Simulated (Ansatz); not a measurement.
Job for Ansatz (a first-principles code): R-PBE/def2-TZVPP on C2H8Ge (SMILES C[CH2][GeH3]), a point of a torsion scan.

Ansatz 0.2 input:
```yaml
crystal:
  periodic: [false, false, false]
  atoms:
    - {symbol: C, position_ang: [-1.33225318, 0.57306022, 0.18278747]}
    - {symbol: C, position_ang: [-0.36761047, -0.60078279, -0.03538123]}
    - {symbol: Ge, position_ang: [-0.72921683, -1.60007853, -1.69938627]}
    - {symbol: H, position_ang: [-2.05655451, 0.65097636, -0.62797363]}
    - {symbol: H, position_ang: [-0.79510416, 1.51701882, 0.23368167]}
    - {symbol: H, position_ang: [-1.88927255, 0.45540968, 1.10909848]}
    - {symbol: H, position_ang: [-0.42055102, -1.29555682, 0.80404915]}
    - {symbol: H, position_ang: [0.66291733, -0.24381959, -0.06320979]}
    - {symbol: H, position_ang: [-0.63862037, -0.70624658, -2.89573556]}
    - {symbol: H, position_ang: [-2.11268068, -2.16969003, -1.69802120]}
    - {symbol: H, position_ang: [0.22959203, -2.73170695, -1.90136192]}
basis:
  gaussian:
    orbitals: def2-TZVPP
hamiltonian:
  xc: {name: PBE}
scf: {lower_state_search: off}
```

Program output:

```
WARN ansatz: RAYON_NUM_THREADS=1 ignored (pool sized by the plan → 1); use --threads N
Functional definition: PBE
these checks for a lower state are left out or cut short: stability, starts, cluster_reference, orbital_swaps, neighbouring_geometries, increment
integrals: 0.13 GiB planned
1190 factors; their error is unknown
mean field: 0.98 GiB planned
mean field evaluation 1: about -58699.0465 eV, gradient 7.5e1 eV
mean field evaluation 2: about -58672.0310 eV, gradient 1.2e2 eV
mean field evaluation 4: about -58711.2120 eV, gradient 6.7e0 eV
mean field evaluation 8: about -58711.3221 eV, gradient 2.8e-1 eV
mean field evaluation 16: about -58711.2923 eV, gradient 1.7e-4 eV
mean field -58711.29231573 eV, -2157.6001966598 hartree, gradient 1.9e-6 eV, S^2 0.000000; 0 other end points of the search recorded, 0 dependent functions left out
reference -58711.29235878 eV, -2157.6001982417 hartree; 26, 26 occupied and 196, 196 virtual orbitals, 1190 factors
Total energy: -58711.29235878 eV, -2157.6001982417 hartree
Checks for a lower state left out: stability, starts, cluster_reference, orbital_swaps, neighbouring_geometries, increment
```

The calculation finished and met its thresholds.

Cost: roughly 1.8 core-seconds.
